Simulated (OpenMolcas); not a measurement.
neutral silicon: the spin-orbit constant, Slater's ratio, worked from levels

```yaml
Program: OpenMolcas 26.06
Basis: ANO-RCC-VQZP [6s5p3d2f1g]
Scalar_Hamiltonian: DKH2, point nucleus
Active_space: 4 electrons in 4 orbitals (3s 3p)
State_averaging: 2S+1 = 3 even, 3 roots; 2S+1 = 1 even, 6 roots; 2S+1 = 5 odd, 1 root; 2S+1 = 3 odd, 8 roots
Spin-orbit_coupling: state interaction with AMFI integrals over the reference wave functions, term energies averaged over their components
```

Methods: CASSCF; SS-CASPT2, IPEA 0.25 Eh, imaginary shift 0.1 Eh (closed shells correlated: 2s 2p). Measured levels: NIST Handbook of Basic Atomic Spectroscopic Data.

**The spin-orbit constant.** For the Hund term ³P of p2, E(J) = (A/2) J(J+1) + constant and ζ = 2S·A = 2A. From J = 0 to J = 2 the energy changes by 3 A.

```tsv
Source	E(2) - E(0)	A	ζ
CASSCF	193.7	64.6	129
SS-CASPT2	193.5	64.5	129
measured	223.2	74.4	149
```

All in cm-1. SS-CASPT2 is off by -13.3 % and CASSCF by -13.2 %. Both methods take the spin-orbit matrix elements from the reference wave functions, so the second can move ζ only through the term energies and any multistate remixing. Second-order mixing with other terms is absorbed into this ζ.

**Slater's ratio.** With one set of orbitals, p2 has ¹D - ³P = 6 F2 and ¹S - ¹D = 9 F2 (F2 = F²/25), a ratio of 3/2. Term energies are centres of gravity, weighted by 2J + 1.

```
   Source  ¹D - ³P  ¹S - ³P  F2 from the first  Ratio
   CASSCF     8712    15425               1452  0.771
SS-CASPT2     5446    13310                908  1.444
 measured     6149    15245               1025  1.479
```

Energies in cm-1. A ratio away from 3/2 shows effects beyond one configuration with one set of orbitals, and in heavier atoms second-order spin-orbit shifts. In CASSCF the valence s occupation is 1.89 in ¹S against 1.97 in ¹D: mixing out of s² acts most on ¹S and pulls it down.

CASPT2 breaks the degeneracy within a term, and the mean is taken; among the terms shown or strongly mixed into the levels shown the widest spread is 18 cm-1 (3s² 3p² ¹D, SS-CASPT2). Over all roots computed the reference weight is 0.86 to 0.98 in SS-CASPT2; the roots of lowest weight are the least certain, and an intruder state may touch them. Without dynamic correlation excited terms often stand tens of per cent too high (terms of higher spin than the ground term too low), and those without a measured partner can miss by more than the paired ones (holds for CASSCF). Computed and measured levels are paired by configuration, term and J; levels that our copy of the source lacks, or whose pairing is in doubt (as where it misses far off the trend of its configuration), stay unpaired and out of the deviations. Only configurations of the active space appear.
